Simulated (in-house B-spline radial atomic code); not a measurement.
Values are calculated unless marked as measured or tabulated.
**Weak and strong correlation along the adiabatic connection**

Two-electron singlets in several external potentials (atomic units), by full CI in B-splines with partial waves to l = 8 (correlation energies up to 0.6 % small). The repulsion is scaled by λ at fixed density; W(λ) is the mean repulsion less the Hartree energy, W(0) = E_x, and the area under W from 0 to 1 is E_xc.

Relative drop (W(λ) − E_x)/E_x:

| system | λ = 0.12 | λ = 0.25 | λ = 0.4 | λ = 0.6 | λ = 0.8 | λ = 1 |
| --- | --- | --- | --- | --- | --- | --- |
| ω²r²/2 − Z/r, ω = 0.703, Z = 1 | 0.0131 | 0.0264 | 0.0406 | 0.0578 | 0.0735 | 0.0877 |
| −V exp(−r²/w²), V = 1.7, w = 8.55 | 0.0360 | 0.0685 | 0.0992 | 0.1318 | 0.1574 | 0.1781 |
| ω²r²/2 − Z/r, ω = 0.104, Z = 0.7 | 0.0298 | 0.0574 | 0.0845 | 0.1145 | 0.1392 | 0.1598 |
| −Z/r, Z = 2.3 | 0.0093 | 0.0188 | 0.0293 | 0.0425 | 0.0548 | 0.0662 |
| ω²r²/2 − Z/r, ω = 0.0805, Z = 1 | 0.0253 | 0.0495 | 0.0739 | 0.1018 | 0.1253 | 0.1454 |
| −Z exp(−kr)/r, Z = 3.84, k = 0.121 | 0.0051 | 0.0106 | 0.0166 | 0.0244 | 0.0320 | 0.0392 |
| −Z exp(−kr)/r, Z = 9.52, k = 0.64 | 0.0020 | 0.0040 | 0.0064 | 0.0096 | 0.0127 | 0.0157 |

Task: Order the systems by how far second-order (GL2) theory, half the initial slope (estimated from the first points of each curve), overshoots the correlation energy, least first.
A. ω²r²/2 − Z/r, ω = 0.703, Z = 1
B. −Z exp(−kr)/r, Z = 9.52, k = 0.64
C. ω²r²/2 − Z/r, ω = 0.104, Z = 0.7
D. −Z/r, Z = 2.3
E. ω²r²/2 − Z/r, ω = 0.0805, Z = 1
F. −Z exp(−kr)/r, Z = 3.84, k = 0.121
G. −V exp(−r²/w²), V = 1.7, w = 8.55

Result: B (GL2/E_c = 1.03), F (GL2/E_c = 1.07), D (GL2/E_c = 1.13), A (GL2/E_c = 1.19), E (GL2/E_c = 1.34), C (GL2/E_c = 1.43), G (GL2/E_c = 1.53).

Task: What else changes along this order?

Result: The ratio follows the bend of the curve. With it the leading natural occupation goes from 1.999 to 1.892 and −T_c/E_c from 0.97 to 0.65 between the first and the last.
